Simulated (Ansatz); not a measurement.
SiH(NHEt)3 (C6H19N3Si). The state is a singlet with charge 0. Geometry r2SCAN-D4/def2-SVP, basis def2-TZVP, Ansatz.

| run | HOMO (eV) | LUMO (eV) |
| --- | --- | --- |
| A | -4.80 | 0.47 |
| B | -5.97 | 0.85 |
| C | -5.11 | 0.95 |
| D | -6.17 | 1.17 |
| E | -4.86 | 0.37 |

B3LYP takes the VWN-RPA correlation.

Question: The runs used B3LYP, PBE, PBE0, r2SCAN, revPBE. Estimate which is which.

Answer: A revPBE (0 % exact exchange); B B3LYP (20 % exact exchange); C r2SCAN (0 % exact exchange); D PBE0 (25 % exact exchange); E PBE (0 % exact exchange). Exact exchange lowers occupied and raises empty levels; among semilocal functionals meta-GGAs tend to open the gap a little, and such runs are hard to tell apart. The gap grows from 5.23 eV (PBE) to 7.34 eV (PBE0).
